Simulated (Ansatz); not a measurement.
TiClF₃, relaxed as a singlet with RKS PBE-D4/def2-SVP in Ansatz, starting from the GFN2-xTB geometry. Force threshold 0.02 eV/Å.

Start:

Cartesian coordinates in Å:
```
Ti 0.0334 0.1486 -0.0262
Cl -0.4212 -1.8779 0.3407
F -0.2363 0.3699 -1.6831
F 1.6569 0.3310 0.4177
F -1.0328 1.0285 0.9509
```

(1) Estimate the energy that the relaxation releases and the steps that it takes.

(2) Does the start keep its bonding and symmetry?

(3) Predict the relaxed structure.

## Answers

(1) 25.1 kJ/mol, in 4 steps; 4.6 s on 4 threads of Arm Neoverse V2 on a shared host. No frequencies were taken in this run, so the end may be a saddle point.

(2) By distances, no bond broke or formed. The bond that changes most is Ti1–Cl2, from 2.11 to 2.19 Å (atoms count from 1). Point group C3v at the start, C3v at the end, both within 0.05 Å.

(3) 
```xyz
5

Ti    0.018    0.079   -0.014
Cl   -0.453   -2.026    0.369
F    -0.221    0.443   -1.699
F     1.675    0.402    0.406
F    -1.018    1.101    0.939
```
Bond lengths: 3 × F–Ti 1.74 Å; 1 × Cl–Ti 2.19 Å.
